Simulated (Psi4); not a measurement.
Complex: C2H2 (SMILES C#C) (first 4 atoms) with H2S (SMILES S); geometry from B3LYP-D3(BJ)/def2-TZVP.
(charge 0, multiplicity 1):
| atom | x (Å) | y (Å) | z (Å) |
|---|---|---|---|
| C | 0.5186 | 0.2718 | -0.1566 |
| C | -0.5924 | -0.1486 | -0.0071 |
| H | 1.5048 | 0.6461 | -0.2886 |
| H | -1.5791 | -0.5209 | 0.1266 |
| S | 0.1646 | 0.8595 | 3.7607 |
| H | 0.6548 | -0.3748 | 3.9575 |
| H | 0.0655 | 0.6728 | 2.4332 |

Level of theory: Psi4 with SAPT0/jun-cc-pV(D+d)Z.

Give the four SAPT terms and the total, and say what mostly holds the pair together.

electrostatics -2.68, exchange 3.65, induction -0.81, dispersion -1.36, total -1.19 kcal/mol; the largest attraction is electrostatics.
